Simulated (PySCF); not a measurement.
**Correlation energy of C²⁺ (carbon, charge +2)**

[He] 2s2, closed-shell 1S. Computed with PySCF 2.14 in aug-cc-pCVTZ-DK with one added diffuse shell each of s, p, d, f type (8s7p5d3f, 75 functions), with the spin-free X2C one-electron Hamiltonian (Gaussian nucleus). Frozen: nothing; 4 electrons correlated.

```
  level  correlation energy (mhartree)
   CCSD                        -118.97
    (T)                          -0.62
CCSD(T)                        -119.59
```

Diagnostics: T1 = 0.0067, D1 = 0.0134, largest double amplitude 0.152.

A double-excitation amplitude exceeds 0.15, a sign of near-degeneracy.

Cost of the coupled-cluster step: roughly 2.8 core-seconds, for 4 correlated electrons.

Iterations:

```
CC2 = 0
CCSD nocc = 2, nmo = 75
frozen orbitals []
max_cycle = 100
direct = 0
conv_tol = 1e-08
conv_tol_normt = 1e-06
diis_space = 8
diis_start_cycle = 0
Init t2, MP2 energy = -36.511499390921  E_corr(MP2) -0.0887532220628657
Init E_corr(CCSD) = -0.0887532220649646
cycle = 1  E_corr(CCSD) = -0.104728176227332  dE = -0.0159749542  norm(t1,t2) = 0.0622659
cycle = 2  E_corr(CCSD) = -0.111641135592037  dE = -0.00691295936  norm(t1,t2) = 0.0327344
cycle = 3  E_corr(CCSD) = -0.119088831434691  dE = -0.00744769584  norm(t1,t2) = 0.0173125
cycle = 4  E_corr(CCSD) = -0.118936752410855  dE = 0.000152079024  norm(t1,t2) = 0.000252519
cycle = 5  E_corr(CCSD) = -0.118989971999221  dE = -5.32195884e-05  norm(t1,t2) = 8.71278e-05
cycle = 6  E_corr(CCSD) = -0.118974482953767  dE = 1.54890455e-05  norm(t1,t2) = 3.80663e-05
cycle = 7  E_corr(CCSD) = -0.118972595101181  dE = 1.88785259e-06  norm(t1,t2) = 3.78709e-06
cycle = 8  E_corr(CCSD) = -0.118972755744465  dE = -1.60643284e-07  norm(t1,t2) = 3.254e-07
cycle = 9  E_corr(CCSD) = -0.118972745935424  dE = 9.80904082e-09  norm(t1,t2) = 4.18009e-08
CCSD converged
E(CCSD) = -36.5417189147936  E_corr = -0.1189727459354245
CCSD(T) correction = -0.000623552991835384
```
